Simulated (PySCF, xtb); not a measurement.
thiourea (CH4N2S), SMILES NC(N)=S. One conformer was computed; it need not be the lowest.

Harmonic wavenumbers (cm⁻¹) from GFN2-xTB (xtb 6.7.1) at its own minimum, in rising order: 313, 342, 358, 407, 457, 504, 529, 790, 968, 1021, 1330, 1370, 1477, 1495, 3451, 3453, 3529, 3532.

Problem. What does PBE0-D3(BJ)/def2-SVP (PySCF) give at its own minimum? (Estimate from the structure and the level; the computed values follow.)

Solution. 283, 354, 407, 458, 490, 593, 651, 793, 1046, 1074, 1431, 1463, 1616, 1620, 3602, 3610, 3747, 3748. Paired by order, the mean absolute difference is 95 cm⁻¹ and the zero-point energies are 36.2 and 38.6 kcal/mol.
